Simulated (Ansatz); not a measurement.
Consider the ligand exchange at the In–Cl bond: `C[O][In]([Cl])[Cl]` + H–F → `C[O][In]([F])[Cl]` + HCl.

Calculated with Ansatz (gas phase, PBE0-D4/def2-TZVP geometries, no zero-point term in ΔE). CCSD(T)/CBS is the MP2 limit (def2-TZVPP, def2-QZVPP) plus CCSD(T) − MP2 in def2-TZVPP, frozen cores. This one scheme is used for every species. Functionals use def2-TZVPP. def2 core potentials past Kr. For In outer-core shells are correlated without core-valence functions, which leaves a few kJ/mol of doubt a bond. Each species was taken in one conformer, which may not be the lowest.

| level | ΔE (kcal/mol) |
| --- | --- |
| BLYP-D4 | 12.2 |
| B97M-V | 13.3 |
| ωB97M-V | 14.5 |
| PBE | 13.0 |
| LC-ωPBE | 12.6 |
| HF/def2-SVP | 16.1 |
| MP2/def2-SVP | 13.3 |
| CCSD/def2-TZVPP | 15.3 |

(1) What does CCSD(T)/CBS give? (An estimate is asked.)

Largest T1 diagnostic among the species: 0.016.

Answers

(1) The calculation gave: +15.5 kcal/mol. The listed levels differ from it by -3.3, -2.2, -1.0, -2.5, -2.9, 0.6, -2.2, -0.2 kcal/mol.

From BLYP to BHLYP (50 % exact exchange), in def2-TZVPP and without D4, ΔE moves by +3.8 kcal/mol. Leaving LDA and LC-ωPBE aside and taking each functional with its dispersion term where it has one, the values, not all of them listed here, spread over 4.3 kcal/mol, from BLYP-D4 to PBE-QIDH. LDA lies +1.8 kcal/mol from PBE without D4.
